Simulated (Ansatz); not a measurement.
Zn5O5H18⁺. Charge 1, multiplicity 2. Geometry PBE-D4/def2-SVP; atoms count from 1.

```xyz
28

Zn    0.382   -0.138   -3.103
Zn   -1.381    3.349   -0.507
Zn    0.634   -1.739    0.188
Zn    1.846   -0.054    4.129
Zn   -1.335   -1.602   -1.567
O     0.396   -0.187   -1.147
O    -1.659    1.217   -0.039
O    -0.085    1.755   -3.401
O    -0.645   -0.752    1.584
O     2.386   -1.858    3.231
H     1.091   -0.864   -4.344
H    -0.625   -1.549   -3.247
H    -1.115    4.138    0.790
H    -1.537    3.029   -2.082
H     2.004   -2.243    0.761
H    -0.564   -2.752   -0.655
H     0.612    0.350    3.144
H     2.716    0.279    5.365
H    -2.665   -0.744   -1.645
H    -0.108    0.560   -0.733
H    -1.496    0.675    0.781
H    -2.213    0.630   -0.618
H    -0.129    2.153   -4.291
H    -0.681    2.336   -2.770
H    -0.032   -0.292    2.348
H    -1.244   -1.342    2.088
H     2.229   -2.046    2.261
H     3.215   -2.308    3.480
```

Single mean-field runs in def2-TZVP are fitted with def2-universal-jkfit. In the doublet geometry the species has come apart into loosely held pieces. In the charge 1 doublet, H17 and H25 lie 1.21 Å apart, H14 and H24 lie 1.30 Å apart (atoms count from 1), so these atoms are partly bonded to each other.

Estimate the Mulliken populations from the PBE0/def2-TZVP orbitals of Ansatz.


```
atom  charge (e)  spin (α − β)  d electrons
 Zn1        0.45          0.06        10.03
 Zn2        0.28          0.00        10.01
 Zn3        0.43          0.00        10.04
 Zn4        0.30          0.00        10.03
 Zn5        0.21          0.10        10.03
  O6       -0.74          0.02            –
  O7       -0.66          0.00            –
  O8       -0.59          0.00            –
  O9       -0.68          0.00            –
 O10       -0.60          0.00            –
 H11        0.10          0.42            –
 H12        0.08          0.32            –
 H13       -0.04          0.00            –
 H14       -0.12          0.00            –
 H15       -0.11          0.00            –
 H16       -0.03          0.00            –
 H17       -0.13          0.00            –
 H18       -0.05          0.00            –
 H19       -0.11          0.08            –
 H20        0.39          0.00            –
 H21        0.40          0.00            –
 H22        0.33          0.00            –
 H23        0.39          0.00            –
 H24        0.24          0.00            –
 H25        0.23          0.00            –
 H26        0.38          0.00            –
 H27        0.28          0.00            –
 H28        0.38          0.00            –
```
Mulliken values depend strongly on the basis.

Where does the spin sit?

Summed by element: Zn 0.15, O 0.03, H 0.82, of 1 unpaired in all. Largest on single atoms: H11 0.42, H12 0.32, Zn5 0.10.

And the Mayer bond orders between heavy atoms (over 0.3)?

Zn1–O6 0.47 (1.96 Å); Zn1–O8 0.44 (1.97 Å); Zn3–O6 0.32 (2.06 Å).
